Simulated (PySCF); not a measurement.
Species: CH₁₀BBiSi.
SMILES with atom numbers: `[H][Bi+:4]([H])([H])[BH2-:3][CH2:2][SiH3:1]` (hydrogens: H5, H6, H7 on Si1; H8, H9 on C2; H10, H11 on B3; H12, H13, H14 on Bi4)

Computed by this run: PySCF, PBE0-D3(BJ)/def2-SVP geometry optimisation, gas phase, def2 core potentials past Kr; density fitting, grid level 1; the optimiser is geomeTRIC in internal coordinates, started from a GFN2-xTB structure with every atom displaced at random (about 0.01 Å).

Step 0: E = -15583.2107 eV
```
atom  x, y, z in Å  |  force x, y, z in eV/Å
Si1     2.5137   -0.5886   -0.2732   -1.360   1.189  -0.288
C2      0.6284   -0.1344   -0.3680    0.656   0.500   0.810
B3     -0.0770   -0.5320    0.9640    0.624   0.459  -0.244
Bi4    -2.5718    0.2902    0.3031   -0.983   0.057   0.075
H5      3.1084   -0.1790   -1.5597    0.246   0.043  -0.306
H6      2.6792   -1.9966   -0.0760    0.195  -1.238   0.186
H7      3.1534    0.1653    0.8131    0.235   0.187   0.359
H8      0.5844    0.9432   -0.5856    0.174   0.132   0.020
H9      0.2300   -0.6518   -1.2125   -0.284  -0.730  -1.112
H10    -0.3701   -1.6498    1.1636   -0.353  -0.982   0.133
H11     0.0146    0.1798    1.9113   -0.025   0.400   0.500
H12    -2.5115    1.9161   -0.3775    0.185   0.348  -0.078
H13    -4.3776    0.5504    0.5848    0.578  -0.165   0.175
H14    -3.0130   -0.3328   -1.2963    0.114  -0.200  -0.230
```

Step 1: E = -15583.4071 eV
```
atom  x, y, z in Å  |  force x, y, z in eV/Å
Si1     2.4896   -0.5866   -0.2418   -0.268   0.082  -0.098
C2      0.6510   -0.1080   -0.4222   -0.042  -0.066  -0.181
B3     -0.0582   -0.5031    0.9129    0.095  -0.040   0.110
Bi4    -2.6006    0.3131    0.2689   -0.296   0.070  -0.122
H5      3.2001   -0.2200   -1.5011    0.069  -0.001  -0.059
H6      2.6458   -2.0538   -0.0152   -0.011  -0.010   0.018
H7      3.1228    0.1530    0.8874    0.009   0.009   0.057
H8      0.6376    0.9716   -0.6483    0.090   0.017   0.053
H9      0.2750   -0.6489   -1.3120    0.139  -0.013   0.101
H10    -0.3738   -1.6550    1.1165   -0.046  -0.044  -0.022
H11     0.0221    0.2235    1.8783   -0.008   0.057   0.048
H12    -2.6030    1.9793   -0.3857    0.040   0.005   0.039
H13    -4.3272    0.4530    0.7803    0.179  -0.032   0.032
H14    -3.0900   -0.3381   -1.3269    0.051  -0.034   0.026
```

Question: Estimate the geometry and energy of step 2. (The exact step hangs on the optimiser's Hessian estimate; all steps are aligned on step 1, rigid shifts and turns removed.)

Answer: E = -15583.4164 eV, largest force 0.126 eV/Å
```
atom  x, y, z in Å  |  force x, y, z in eV/Å
Si1     2.4766   -0.5823   -0.2471   -0.022   0.031  -0.029
C2      0.6508   -0.1065   -0.4276   -0.095   0.015  -0.043
B3     -0.0570   -0.5008    0.9125    0.050  -0.014   0.054
Bi4    -2.6089    0.3152    0.2665    0.062   0.019  -0.108
H5      3.2069   -0.2243   -1.5032    0.012  -0.011   0.007
H6      2.6222   -2.0500   -0.0126    0.010  -0.009   0.006
H7      3.1029    0.1543    0.8916    0.012  -0.008   0.008
H8      0.6496    0.9739   -0.6510    0.024   0.002   0.027
H9      0.2895   -0.6527   -1.3161    0.033  -0.019   0.025
H10    -0.3776   -1.6541    1.1116   -0.019   0.001  -0.015
H11     0.0212    0.2287    1.8795    0.003   0.008  -0.013
H12    -2.5989    1.9851   -0.3759    0.007   0.002   0.014
H13    -4.3097    0.4443    0.7894   -0.085  -0.004   0.069
H14    -3.0764   -0.3508   -1.3266    0.008  -0.011   0.000
```

The energy changes by -0.0093 eV. The first-order estimate −F·Δx gives -0.0177 eV and the mean of the old and new forces, exact on a quadratic surface, -0.0092 eV. The step makes an angle of 56° with the force vector and moves no atom by more than 0.024 Å.

What follows is the cost of the whole optimisation. The run took 2.3 min of wall time on one thread of an Arm Neoverse N1, shared host, and the process peaked at 0.52 GiB of memory.
